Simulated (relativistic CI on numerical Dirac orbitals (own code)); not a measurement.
**How well does a small relativistic CI reproduce Zr V?**

Computed by Dirac-Coulomb-Breit CI, KLI orbitals optimised for each configuration, model QED (radiative potential, 1s self-energy scaled to tabulated hydrogen-like ionisation energies), valence Slater integrals scaled by 0.85, P86 correlation energy added to each configuration (own radial code, finite nucleus).

Configurations in the expansion (outside the closed core [Ar] 3d10): 4s²4p⁶, 4s²4p⁵4d, 4s²4p⁵4f, 4s4p⁶4d, 4s²4p⁵5s, 4s²4p⁵5p, 4s4p⁶4f, 4s²4p⁵5d, 4s²4p⁵6s, 4s²4p⁵6p, 4s²4p⁵5f, 4s²4p⁵6d, 4s²4p⁵5g, 4s²4p⁵7s, 4s²4p⁵7p, 4s²4p⁵6f, 4s4p⁶5s, 4s4p⁶5p, 4s4p⁶5d, 4s4p⁶6s, 4s4p⁶6p, 4s4p⁶5f, 4s4p⁶6d, 4s4p⁶5g, 4s4p⁶7s, 4s4p⁶7p, 4p⁶4d², 4p⁵4d³, 4p⁵4d²4f, 4p⁵4d²5s, 4p⁵4d²5p, 4p⁶4f², 4p⁵4d4f², 4p⁵4f³, 4p⁵4f²5s, 4p⁵4f²5p. Double excitations out of closed p, d and f shells are left out; levels of such configurations are missing from the list, as are those of other unlisted configurations, and high levels can miss mixing partners. These lack a partner that the ground configuration has and come out too high: 4s²4p⁵5d, 4s²4p⁵6s, 4s²4p⁵6p, 4s²4p⁵5f, 4s²4p⁵6d.

```tsv
Configuration	Term (tabulated)	J	Measured (cm⁻¹)	Computed	Error	Purity (%)
4s²4p⁶	1S	0	0.0	0	0	100
4s²4p⁵4d	3P°	0	241381.3	242680	1299	100
4s²4p⁵4d	3P°	1	243560.8	244832	1271	97
4s²4p⁵4d	3P°	2	247962.3	249191	1229	91
4s²4p⁵4d	3F°	4	251283.3	251347	64	100
4s²4p⁵4d	3F°	3	253753.4	254061	308	86
4s²4p⁵4d	3F°	2	257361.3	258069	708	74
4s²4p⁵4d	3D°	3	265845.5	266790	944	63
4s²4p⁵4d	3D°	1	271601.6	272903	1301	97
4s²4p⁵4d	3D°	2	274654.6	276239	1585	56
4s²4p⁵5s	3P°	2	325014.9	329291	4276	100
4s²4p⁵4d	1P°	1	328940.8	333315	4374	63
4s²4p⁵5s	3P°	0	340315.5	344725	4409	100
4s²4p⁵5p	3S	1	371895.2	374290	2395	86
4s²4p⁵5p	3D	2	376897.7	380565	3667	57
4s²4p⁵5p	3D	3	378753.4	382150	3397	100
4s²4p⁵5p	3P	2	382985.1	386389	3404	68
4s²4p⁵5p	3P	0	388853.0	392212	3359	76
4s²4p⁵5p	3D	1	391998.4	395900	3902	65
4s²4p⁵5p	3P	1	396300.3	399736	3435	65
4s²4p⁵5p	1S	0	402688.4	406108	3419	75
4s4p⁶4d	3D †	1	434714.6	491124	56409	60
4s²4p⁵5d	3P°	0	452938.9	455136	2197	99
4s²4p⁵4f	3G	5	453680.8	466196	12516	100
4s²4p⁵5d	3P°	1	453905.6	456124	2218	89
4s²4p⁵4f	3G	4	454538.8	467545	13006	64
4s²4p⁵5d	3F°	4	455444.4	457907	2463	100
4s²4p⁵5d	3P°	2	455630.8	457850	2219	66
4s²4p⁵5d	3F°	3	455925.3	458364	2439	59
4s²4p⁵4f	3F	4	458432.2	470907	12475	59
4s²4p⁵5d	3D°	3	458523.7	460783	2259	67
4s²4p⁵4f	3D	1	460476.9	451161	-9316	67
4s²4p⁵4f	³D (computed) †	2	460694.1	452814	-7880	64
4s²4p⁵5d	3D°	1	462307.4	465652	3344	64
4s²4p⁵4f	¹D (computed) †	2	464015.4	472552	8537	54
4s²4p⁵5d	3F°	2	471306.3	473927	2621	64
4s²4p⁵6s	3P°	2	472338.0	474123	1785	75
4s²4p⁵6s	1P°	1	473172.7	475262	2090	61
4s²4p⁵4f	³F (computed)	2	476130.2	483352	7222	46
4s²4p⁵5d	1P°	1	476477.4	480597	4120	64
4s²4p⁵6s	3P°	0	487746.6	489816	2070	100
4s²4p⁵6s	3P°	1	488292.7	490461	2169	61
4s²4p⁵6p	3S	1	491116.0	493651	2535	77
4s²4p⁵6p	1P	1	494472.0	497897	3425	56
4s²4p⁵6p	3D	3	494760.0	496845	2085	85
4s²4p⁵6p	3P	2	496428.0	498488	2060	72
4s²4p⁵6p	3D	1	509310.0	511598	2288	69
4s²4p⁵6p	3P	1	510066.0	512794	2728	60
4s²4p⁵6d	3P°	1	528422.8	530518	2096	85
```

Measured levels from measured levels as listed in Rauch et al., Astron. Astrophys. 599, A142 (2017); pairs were made by configuration, J and term (by order where the table uses no LS term), so strongly mixed levels may be paired wrongly.

Mean error by configuration (cm⁻¹): 4s²4p⁵4d 1308; 4s²4p⁵5s 4343; 4s²4p⁵5p 3372; 4s²4p⁵5d 2653; 4s²4p⁵4f 7180; 4s²4p⁵6s 2028; 4s²4p⁵6p 2520; 4s²4p⁵6d 2096. Over the excited levels the mean absolute error is 3389 cm⁻¹ (48 of the 69 excited levels that our extract of the source holds in range could be paired, and the others can miss by more), and the median relative error of those above 1,000 cm⁻¹ is 0.54 %. † marks terms whose computed intervals miss the measured ones by more than a factor of 2.5, or configurations far off the rest, from wrong mixing, a near crossing or a doubtful label or measurement; they are left out of the means.
